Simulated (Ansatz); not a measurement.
Consider the formal hydrolysis of the Si–C bond: `C#C[SiH2]O` + H₂O → `O[SiH2]O` + acetylene.

Isolated molecules relaxed with PBE0-D4/def2-TZVP in Ansatz; ΔE leaves out vibrations. CCSD(T)/CBS adds triple-zeta CCSD(T) − MP2 to the extrapolated MP2 energy (def2 sets, frozen cores). This one scheme is used for every species. Functionals use def2-TZVPP. Each species was taken in one conformer, which may not be the lowest.

```csv
species,CAM-B3LYP energy (Eh)
`C#C[SiH2]O`,-443.33093
H₂O,-76.43858
`O[SiH2]O`,-442.48456
`C#C`,-77.31471
```

Problem. Work out ΔE.

Solution. ΔE = (-442.48456) + (-77.31471) − (-443.33093) − (-76.43858) = -0.02976 Eh = -0.81 eV. CCSD(T)/CBS gives -0.70 eV.

Largest T1 diagnostic among the species: 0.013.

Leaving LDA and LC-ωPBE aside and taking each functional with its dispersion term where it has one, the values, not all of them listed here, spread over 0.18 eV, from CAM-B3LYP-D4 to revPBE-D4. LDA lies −0.06 eV from PBE without D4. From BLYP to BHLYP (50 % exact exchange), in def2-TZVPP and without D4, ΔE moves by −0.06 eV.
